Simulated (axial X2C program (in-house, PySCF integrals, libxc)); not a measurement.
Low determinants of CoS⁻ at the PBE0 level, non-relativistic

Calculated with an axial X2C code built on PySCF integrals. The Hamiltonian is the X2C one with the speed of light multiplied by 100, which is the non-relativistic limit. Basis: Co dyall-av3z [10s10p7d3f2g], S dyall-av3z [9s8p3d2f] (cores contracted in-house); Gaussian nuclei, density fitting, unrestricted open shells. Masses: Co 58.933 u, S 31.972 u.

Search at 2.074 Å (vertical energies from the lowest determinant):

```json
{"ΔE (eV)": "0.00", "state": "M_S = 2, Λ = 2", "electrons beyond evenly filled partner blocks": "σα, π+α, π-α, δ+α, δ+β, δ-α", "electrons in σ, π, δ, φ": "23 18 3 0"}
{"ΔE (eV)": "0.20", "state": "M_S = 1, Λ = 3", "electrons beyond evenly filled partner blocks": "π+α, π+β, π-α, δ+α, δ+β, δ-α", "electrons in σ, π, δ, φ": "22 19 3 0"}
{"ΔE (eV)": "0.28", "state": "M_S = 1, Λ = 0", "electrons beyond evenly filled partner blocks": "π+α, π-α", "electrons in σ, π, δ, φ": "22 18 4 0"}
{"ΔE (eV)": "0.32", "state": "M_S = 1, Λ = 2", "electrons beyond evenly filled partner blocks": "σβ, π+α, π-α, δ+α, δ+β, δ-α", "electrons in σ, π, δ, φ": "23 18 3 0"}
{"ΔE (eV)": "0.37", "state": "M_S = 1, Λ = 1", "electrons beyond evenly filled partner blocks": "π+α, π-α, π-β, δ+α, δ+β, δ-α", "electrons in σ, π, δ, φ": "22 19 3 0"}
{"ΔE (eV)": "1.86", "state": "M_S = 2, Λ = 1", "electrons beyond evenly filled partner blocks": "π+α, 2 × π-α, δ+α, δ+β, δ-α", "electrons in σ, π, δ, φ": "22 19 3 0"}
{"ΔE (eV)": "1.86", "state": "M_S = 2, Λ = 3", "electrons beyond evenly filled partner blocks": "2 × π+α, π-α, δ+α, δ+β, δ-α", "electrons in σ, π, δ, φ": "22 19 3 0"}
```

Lowest determinant, M_S = 2, Λ = 2 (beyond evenly filled blocks: σα, π+α, π-α, δ+α, δ+β, δ-α): Re = 2.069 Å, ωe = 460.3 cm⁻¹.

The determinant in row 2 of the search, M_S = 1, Λ = 3 (beyond evenly filled blocks: π+α, π+β, π-α, δ+α, δ+β, δ-α), was followed along the bond at PBE0; measured from the minimum of the lowest determinant it gives:

Te = 0.198 eV (1598 cm⁻¹), Re = 2.050 Å, ωe = 461.0 cm⁻¹.

(1) Compare the bond of the determinant in row 2 with that of the lowest one.

The search compares states at one distance, so a state with another bond length can lie lower; it is not exhaustive and yields mostly the lowest determinant of each block pattern, so other components and higher states of one pattern are missing. These are energies of single determinants, not of spin-adapted states; PBE0 term energies can be off by some tenths of an eV, and the functional has no current term. The lowest determinant need not be the ground state where others lie within half an eV. For an anion, determinants above electron detachment are held by the basis set. The highest occupied level of some functionals is positive through self-interaction error; at Hartree–Fock it is bound. Row 2 is spin-contaminated (⟨S²⟩ = 2.42 against 2.00), so its values are not those of a pure state.

Results:

(1) At PBE0 its Re is 0.019 Å shorter and its force constant, which goes as ωe², is 1.00 times that of the lowest determinant. This determinant mixes spin states, so it has no term energy of its own.
